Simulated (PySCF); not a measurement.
**Stretching GdS**

Set-up: Gd x2c-SVPall, S x2c-SVPall; spin-free X2C with a Gaussian nucleus (PySCF 2.14). Energies in eV from Gd (4f7 5d1 6s2) + S in their ground configurations at the same level. State: nonet, about 7.1 electrons in the 4f shell (Mulliken).

All columns are r²SCANh. A positive dipole means Gd(−)S(+).

```
R (Å)  E (eV)  μ (D)  Mulliken charge on Gd (basis-dependent)  HOMO (eV)  LUMO (eV)  Mayer bond order   ⟨S²⟩
1.974  -4.057  -4.25                                     0.13      -4.14      -1.91              2.67  20.02
2.066  -4.967  -4.87                                     0.19      -4.28      -2.01              2.60  20.02
2.157  -5.475  -5.44                                     0.25      -4.41      -2.19              2.54  20.03
2.226  -5.658  -5.84                                     0.28      -4.50      -2.32              2.50  20.03
2.295  -5.709  -6.21                                     0.31      -4.59      -2.45              2.47  20.04
2.364  -5.660  -6.56                                     0.34      -4.67      -2.57              2.43  20.05
2.456  -5.475  -6.99                                     0.37      -4.76      -2.73              2.39  20.06
2.570  -5.113  -7.44                                     0.40      -4.85      -2.91              2.35  20.09
2.708  -4.572  -7.83                                     0.41      -4.90      -3.08              2.29  20.15
2.892  -3.793  -7.97                                     0.42      -4.70      -3.23              2.18  20.32
```

A fit through these points gives, at Re = 2.293 Å, μ = -6.20 D and dμ/dR = -5.28 D/Å; the reduced mass is 26.59 u.

Q: How strong is the fundamental in the double-harmonic approximation, I = 42.26·(dμ/dR)²/μred km/mol?

A: I = 42.26·(-5.28)²/26.59 = 44.3 km/mol at r²SCANh.

⟨S²⟩ of the unrestricted solution departs from its pure value on part of the curve, where spin states mix. These are scalar-relativistic numbers at best; spin–orbit coupling would shift them, the dissociation energy most. The state is the lowest single determinant that the PBE0 search found; with open d or f shells the true ground state can be another one.
